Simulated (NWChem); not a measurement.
System: C3HF3; SMILES C#CC(F)(F)F

Computed with NWChem. Pople sets run with spherical d functions. Medium grid unless said otherwise, to which SCAN and Minnesota functionals are sensitive. All runs use the structure optimised with PBE0/def2-SVP. Total energies of different functionals are on different scales.

```tsv
level	energy (Ha)	highest occupied level (eV)	orbital gap (eV)	dipole (D)
B3LYP/6-31G*	-414.3525	-8.51	8.63	2.08
PBE/6-31G*	-413.9319	-7.40	6.70	1.85
LDA (Slater exchange, PW92)/6-31G*	-411.4004	-7.59	6.62	1.95
r2SCAN/6-31G*	-414.1679	-7.80	7.24	2.03
r2SCAN0/6-31G*	-414.1165	-9.10	9.48	2.21
CAM-B3LYP/6-31G*	-414.2255	-10.20	11.80	2.14
LRC-wPBEh/6-31G*	-413.9791	-10.78	12.85	2.09
```
